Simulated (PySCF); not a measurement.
CaCl, SMILES [Cl][Ca+], charge +1. Atoms are numbered in the order given.

```xyz
2

Ca     0.0000     0.0000    -1.0649
Cl     0.0000     0.0000     1.2528
```
Charge +1, spin multiplicity 1.

Geometry optimised at PBE0-D3(BJ)/def2-TZVPD. The multiplicity is an assumed one; other spin states were not compared.

Calculation: PySCF with IEF-PCM-PBE0/def2-TZVPD.

The values are the electrostatic part of the solvation free energy, E(continuum) − E(gas) at the gas-phase geometry, in a cavity of scaled van der Waals radii (PySCF's table); cavitation and dispersion terms are not included. A continuum can't describe solvent molecules that bind to the metal. In vacuum the orbital gap is 5.76 eV.

| solvent | ε | ΔG(elec) (kcal/mol) | gap (eV) |
|---|---|---|---|
| water | 78.36 | [?] | [?] |
| dimethylsulfoxide | 46.83 | -72.4 | 7.18 |
| tetrahydrofuran | 7.43 | -63.1 | 6.94 |

Fill in the missing entries. (The exact figures need the calculation; the answer reports its results.)


- water, ΔG(elec) (kcal/mol): -73.2
- water, gap (eV): 7.20
